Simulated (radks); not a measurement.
All-electron atom: Lu I in [Xe] 4f14 5d1 6s2. Calculated with a radial shooting solver on a logarithmic mesh with Libxc functionals: scalar-relativistic Kohn-Sham, SOGGA, spin-polarised, spherical densities, finite nucleus; open shells are filled with parallel spins first (spin-orbit coupling, left out, can overturn this in heavy ions); Fermi nuclear charge, rms radius 5.37 fm.

Local quantities along the radius. ELF = 1/(1 + alpha^2) is the electron localisation function; alpha = (tau - tau_W)/tau_unif compares the Pauli kinetic energy density with that of the uniform gas (summed over spins); 4 pi r^2 rho is in e/bohr. tau is taken from the large components.

r (bohr)    ELF    alpha  4 pi r^2 rho
0.001122  0.999  0.02397         7.667
0.001533  0.999  0.02574         12.33
0.002078  0.999  0.02874         19.19
0.002839  0.999  0.03392         29.35
0.003879  0.998  0.04285         43.13
0.005299  0.997  0.05910         60.06
0.007182  0.992  0.08999         77.36
0.009811  0.975   0.1588         91.42
0.0134    0.904   0.3262         96.39
0.01817   0.660   0.7177         91.43
0.02482   0.362    1.326         85.38
0.0339    0.390    1.250         94.23
0.04595   0.650   0.7332         117.8
0.06277   0.735   0.6003         128.7
0.08576   0.486    1.028         109.0
0.1172    0.370    1.306         100.0
0.1588    0.671   0.7006         116.4
0.2169    0.649   0.7359         94.66
0.2963    0.254    1.713         57.91
0.4016    0.591   0.8323         65.78
0.5487    0.687   0.6746         58.61
0.7496    0.413    1.193         30.20
1.016     0.401    1.223         16.72
1.388     0.558   0.8901         9.569
1.896     0.320    1.459         3.759
2.59      0.152    2.361         1.467
3.511     0.470    1.061        0.8823
4.796     0.601   0.8156        0.3935
6.552     0.188    2.078       0.08779
8.88      0.007    11.52      0.009773
12.13     0.000    113.1     0.0004428

On this mesh the ELF has minima near r = 0.029, 0.100, 0.30, 0.87, 2.6 bohr, which separate the shells, and maxima near 0.063 (0.74), 0.19 (0.73), 0.47 (0.71), 1.4 (0.56), 4.1 (0.62).
